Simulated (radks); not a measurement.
The numbers below are computed, except where a source is named.
Neutral terbium inside a hard spherical wall (all orbitals vanish at R), configuration held at [Xe] 4f9 6s2 and not refilled when levels cross. Level of theory: scalar-relativistic Kohn-Sham, PBE, spin-polarised, spherical densities, finite nucleus; open shells are filled with parallel spins first (spin-orbit coupling, left out, can overturn this in heavy ions); Fermi nuclear charge, rms radius 5.06 fm (a radial shooting solver on a logarithmic mesh with Libxc functionals). Eigenvalues in eV for spin up, with the zero of energy where the potential of the charges vanishes at infinity; a dash marks a level that is unbound or too diffuse for the functional's potential to be trusted. A positive occupied level is held by the wall or, in an anion where self-interaction has pushed it up, behind a barrier. The pressure on the wall is -dE/dV.

R (bohr)  E (hartree)  kinetic (hartree)    e(5s)    e(5p)   e(4f)   e(6s)  e(5d, empty)  e(6p, empty)  pressure (GPa)
free      -11708.1829          12599.446  -48.408  -25.522  -4.467  -3.781        -1.477        -1.198               0
15        -11708.1829          12599.447  -48.404  -25.518  -4.464  -3.779        -1.474        -1.182        0.000220
10        -11708.1801          12599.471  -48.224  -25.340  -4.285  -3.640        -1.305        -0.827          0.0629
8         -11708.1646          12599.566  -47.689  -24.814  -3.758  -3.155        -0.804         0.092           0.615
7         -11708.1371          12599.703  -47.078  -24.218  -3.150  -2.486        -0.204         1.243            2.00
3.5       -11706.4850          12605.960  -37.008  -14.534   8.016  21.360        12.830        34.373             437
3         -11704.6835          12612.636  -30.675   -7.873  15.695  41.828        22.333        59.483            1410
2.5       -11700.0908          12628.742  -18.001    6.457  30.642  86.044        42.214        110.63            5480
2         -11686.5479          12672.391   12.857   42.757  61.816  192.29        90.151        227.69           27100
1.5       -11636.7196          12821.562   115.83   161.99  137.44  495.85        233.70        548.63          200000
